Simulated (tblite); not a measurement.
C4H8F2Si.
SMILES with atom numbers: `[F:1][C@@H:2]1[CH2:3][CH2:4][SiH2:5][C@@H:6]1[F:7]` (hydrogens: H8 on C2; H9, H10 on C3; H11, H12 on C4; H13, H14 on Si5; H15 on C6)

Geometry (GFN2-xTB, Å), atoms numbered from 1 in this order:
```
atom  x, y, z in Å
F1    -1.5350    0.3762    1.2399
C2    -1.2033    0.4036   -0.1019
C3    -0.7205   -0.9845   -0.5069
C4     0.5732   -1.2837    0.2658
Si5    1.4496    0.3984    0.4962
C6    -0.0231    1.3503   -0.3038
F7    -0.2801    2.5960    0.2309
H8    -2.1105    0.7222   -0.6295
H9    -1.4915   -1.7259   -0.2931
H10   -0.5358   -0.9801   -1.5818
H11    0.3189   -1.7087    1.2367
H12    1.1653   -2.0311   -0.2582
H13    1.6269    0.8029    1.8852
H14    2.6532    0.5594   -0.3217
H15    0.1081    1.5131   -1.3799
```

Method: GFN2-xTB as coded in tblite; computed harmonic values from a numerical Hessian at the method's own geometry, unscaled. Errors from tens to a few hundred cm⁻¹ against measured bands are possible. Modes of hydrogen on silicon can be 10 to 20 % off. One conformer, not necessarily the lowest.

Harmonic wavenumbers (cm⁻¹): 70.3, 152.6, 195.7, 260.3, 356.3, 373.8, 460.0, 492.0, 576.3, 626.1, 646.2, 698.7, 718.2, 752.5, 787.9, 889.9, 914.6, 977.8, 1039.2, 1064.1, 1081.4, 1142.7, 1160.7, 1189.5, 1249.7, 1264.0, 1294.9, 1303.1, 1314.6, 1466.2, 1480.4, 2269.3, 2329.0, 2911.7, 2923.2, 2985.1, 2997.4, 3000.5, 3016.8.

A = 2649, B = 2258, C = 1542 MHz; mass 122.036 u (most abundant isotopes); point group C1, symmetry number 1.

Task: What is the zero-point energy?

Result: ½Σν̃ = 24216 cm⁻¹ = 289.70 kJ/mol.

Task: Entropy at 400 K, 1 bar (ideal gas, RRHO, classical rotation)?

Result: Translation 174.88, rotation 120.59, vibration 106.95: S = 402.4 J/(mol K).

Task: And Cp and H(400 K) − H(0)?

Result: Cp = 166.26 J/(mol K), of which vibrations give 133.01 (their classical limit is 39 R = 324.3); H(400 K) − H(0) = 37.82 kJ/mol without the zero-point energy, 24.52 from vibrations.

Task: Which modes carry the vibrational entropy at 400 K?

Result: 70.3 cm⁻¹: 19.77; 152.6 cm⁻¹: 13.41; 195.7 cm⁻¹: 11.40; 260.3 cm⁻¹: 9.16; 356.3 cm⁻¹: 6.80; 373.8 cm⁻¹: 6.45 J/(mol K); the other 33 give 39.97 together.

Task: What must be added to the electronic energy to get the Gibbs energy at 400 K and 1 bar?

Result: ZPE + [H(400 K) − H(0)] − T·S = 289.70 + 37.82 − 160.97 = 166.55 kJ/mol.

Task: Blend soft modes into free rotors: weight 1/[1 + (100 cm⁻¹/ν̃)⁴] for the oscillator and the rest for a rotor with moment μB/(μ + B), μ = h/(8π²ν), B = 10⁻⁴⁴ kg m². What vibrational entropy results?

Result: 102.48 J/(mol K) in place of 106.95, which changes −T·S at 400 K by +1.79 kJ/mol.

Task: How do the functions run with temperature in this model?

Result: 
```
T (K)  S (J/(mol K))  Cp (J/(mol K))  H − H(0) (kJ/mol)  G − H(0) (kJ/mol)  ln q(vib)
  100          264.9            57.6               4.32             -22.17       0.67
  200          315.1            92.3              11.76             -51.25       2.06
  300          359.8           130.9              22.92             -85.02       3.70
  500          442.8           195.4              55.96            -165.43       7.36
  800          548.6           253.4             124.16            -314.68      13.00
 1000          607.8           277.5             177.39            -430.46      16.57
```

q(vib) and H(0) count from the zero-point level.

Hindered rotation and anharmonicity are outside this model. Other conformers, if any are populated, would add a mixing term that is left out. The structure is chiral; the term R ln 2 for an equal mix with its mirror image is left out.

On an INTEL XEON PLATINUM 8581C at 2.30 GHz with one thread, no GPU (shared host), this took 0.4 s of wall time. This covers the Hessian and the dipole derivatives.
